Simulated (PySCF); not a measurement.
**Energy of Hg⁺ (mercury, charge +1) between two integer charges**

The 6s alpha orbital of [Xe] 4f14 5d10 6s1 is emptied in steps (occupation f), with all orbitals relaxed, ending at [Xe] 4f14 5d10. All numbers are calculated (PySCF 2.14, scalar relativity through the core potential, in aug-cc-pVTZ-PP with ECP60MDF). The exact energy is a straight line in f; departures are measured from the line between the end points of the same method.

```
   f  MN15 (eV)
   1      0.000
0.75     -0.417
 0.5     -0.551
0.25     -0.408
   0      0.000
```

**Question.** For MN15, how does the orbital energy at f = 1 compare with the removal energy?

**Answer.** −ε = 16.847 eV against a total-energy difference of 19.084 eV. By Janak's theorem ε = ∂E/∂f, so the gap between them reflects the curvature. Along the path −ε is 17.984 (f = 0.75), 19.108 (f = 0.5), 20.196 (f = 0.25) eV.

Reference removal energy between the ground levels: 18.757 eV (measured; NIST Atomic Spectra Database, ionization energies).
